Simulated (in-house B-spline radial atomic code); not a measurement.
Checks on a self-consistent run for Ne⁶⁺, [He] 2s2. Level of theory: non-relativistic Hartree-Fock, average of configuration, point nucleus; calculated with an all-electron radial atomic-structure program (B-spline basis).

```
orbital  q     ε (Eh)    <1/r>       <r²>
     1s  2  -40.53982  9.67305  0.0327039
     2s  2   -7.49072  2.04055   0.592531
```

Electron-electron repulsion V_ee = 14.0499 hartree, kinetic energy T = 110.1110 hartree.

Problem. What total energy follows from the eigenvalues?

Solution. The eigenvalues count the repulsion twice, so E = Σqε - V_ee = -96.061 - 14.050 = -110.111 hartree; the run printed -110.111.

Problem. What is the virial ratio?

Solution. -V/T = (T - E)/T = 2.000000; at the Hartree-Fock limit it is 2.

Problem. What diamagnetic shielding (Lamb formula) and susceptibility (Langevin formula) do the radii give?

Solution. σ = (α²/3)Σq<1/r> = 23.4272/(3·137.036²) = 415.84 ppm, and χ = -0.79199×10⁻⁶·Σq<r²> = -0.9904×10⁻⁶ cm³/mol with Σq<r²> = 1.2505 bohr². Both are non-relativistic formulas without the paramagnetism of open shells.
